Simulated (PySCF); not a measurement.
B(Cl)(OH)(OEt) (C₂H₆BClO₂), SMILES CCOB(O)Cl. Geometry optimised at PBE-D3(BJ)/def2-SVP. Other conformers were not sampled.

Give the equilibrium geometry at PBE-D3(BJ)/def2-SVP (PySCF confirms it by a frequency run) as a Z-matrix. (Estimate from the structure and the level; the computed values follow.)

Several could match; the one computed here: 
```
C
H 1 1.1095
H 1 1.1113 2 107.95
O 1 1.4342 2 106.10 3 117.85
B 4 1.3531 1 120.62 2 -154.38
O 5 1.3682 4 121.87 1 1.56
H 6 0.9729 5 111.67 4 178.57
C 1 1.5209 2 110.71 3 -121.18
H 8 1.1083 1 110.82 2 177.42
H 8 1.1083 9 108.53 1 -121.83
H 8 1.1089 9 108.01 10 -117.15
Cl 5 1.7899 4 117.59 1 -178.70
```
Charge 0, spin multiplicity 1.
